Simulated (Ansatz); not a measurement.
Ansatz results at the PBE0-D4/def2-TZVP geometry: LUMO energy (B3LYP/def2-TZVPP) -1.03 eV; LUMO energy (ωB97M-V/def2-TZVPP) 1.30 eV; HOMO energy (PBE/def2-TZVPP) -4.88 eV.

Each molecule was computed in one conformer, which needn't be the lowest.

Q: Which molecule gave them?
A. `CC(O)C(N)=S`
B. `[CH3][Ge]1([OH])[CH2][NH]1`
C. `F[Si]1([GeH3])CO1`
D. `CS/C=C(/N)O`

A: A. The others give `[CH3][Ge]1([OH])[CH2][NH]1`: -0.09, 1.90, -4.99; `CS/C=C(/N)O`: 0.33, 2.33, -4.80; `F[Si]1([GeH3])CO1`: -0.79, 1.22, -6.42.

B3LYP here is the variant with VWN-RPA as its local correlation; programs differ in this.
